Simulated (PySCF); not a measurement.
Polarisability and C₆ of Pt (platinum, neutral)

[Xe] 4f14 5d8 6s2, high-spin 3F determinant (an excited configuration). All numbers are calculated (PySCF 2.14, scalar relativity through the core potential, in aug-cc-pwCVDZ-PP with ECP60MDF (6s6p5d3f, 70 functions)). Coupled (time-dependent) response in atomic units; α is the mean over directions. A double-zeta set is small for polarisabilities.

| method | mean α (bohr³) | C₆ (like pair) | S(−4) |
| --- | --- | --- | --- |
| r2SCAN0 | 44.53 | 464.9 | 700.5 |

S(−4) is the Cauchy moment in α(ω) = α(0) + S(−4) ω² + …

Spin-orbit coupling is absent.

α(iu) at r2SCAN0:

```json
{"u (hartree)": "0", "α(iu) (bohr³)": "44.53"}
{"u (hartree)": "0.0500", "α(iu) (bohr³)": "42.87"}
{"u (hartree)": "0.100", "α(iu) (bohr³)": "38.73"}
{"u (hartree)": "0.200", "α(iu) (bohr³)": "28.94"}
{"u (hartree)": "0.300", "α(iu) (bohr³)": "21.47"}
{"u (hartree)": "0.500", "α(iu) (bohr³)": "13.34"}
{"u (hartree)": "0.750", "α(iu) (bohr³)": "8.854"}
{"u (hartree)": "1.00", "α(iu) (bohr³)": "6.537"}
{"u (hartree)": "1.50", "α(iu) (bohr³)": "4.090"}
{"u (hartree)": "2.00", "α(iu) (bohr³)": "2.805"}
{"u (hartree)": "3.00", "α(iu) (bohr³)": "1.541"}
{"u (hartree)": "5.00", "α(iu) (bohr³)": "0.6574"}
```

Energies and moments cover only the electrons outside the core potential. Spin-orbit coupling, absent here, splits the open shell strongly.
